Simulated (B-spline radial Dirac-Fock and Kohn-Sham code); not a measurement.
**Auger parameter of thulium: the L3 level and its strongest L3-MM line**

Model: relaxed Dirac-Fock hole states (ΔSCF) with Breit and QED corrections and a finite nucleus. Program: a radial atomic solver. The modified Auger parameter α′ is the binding energy plus the kinetic energy of the Auger electron; it does not depend on the energy zero. For free ions it tends to fall with charge, since less charge screens the final holes.

```
            species           configuration  binding 2p3/2 (eV)  Auger line  kinetic (eV)  α′ (eV)
                 Tm           [Xe] 4f13 6s2              8647.7    M4M5 J=4        5601.8  14249.5
                 Tm       [Xe] 4f11 5d2 6s2              8665.8    M4M5 J=4        5576.7  14242.5
                Tm⁺           [Xe] 4f13 6s1              8655.0    M4M5 J=4        5593.2  14248.2
 Tm⁺ (Watson 1.8 Å)           [Xe] 4f13 6s1              8647.8    M4M5 J=4        5600.8  14248.6
               Tm²⁺               [Xe] 4f13              8663.4    M4M5 J=4        5583.6  14247.0
Tm²⁺ (Watson 2.7 Å)               [Xe] 4f13              8652.8    M4M5 J=4        5594.3  14247.0
               Tm³⁺               [Xe] 4f12              8685.2    M4M5 J=4        5557.0  14242.1
               Tm³⁺           [Xe] 4f10 6s2              8713.8    M4M5 J=4        5520.3  14234.1
  Tm³⁺ (Watson 2 Å)               [Xe] 4f12              8663.6    M4M5 J=4        5578.6  14242.1
               Tm⁴⁺               [Xe] 4f11              8709.5    M4M5 J=4        5527.8  14237.3
               Tm⁵⁺  [Kr] 4d10 4f11 5s2 5p5              8728.4    M4M5 J=4        5508.4  14236.8
               Tm⁶⁺  [Kr] 4d10 4f11 5s2 5p4              8748.1    M4M5 J=4        5488.3  14236.5
               Tm⁷⁺  [Kr] 4d10 4f11 5s2 5p3              8768.7    M4M5 J=4        5467.6  14236.3
```

Values without a named source are computed, but for edge energies of neutral atoms, which are taken from tables.
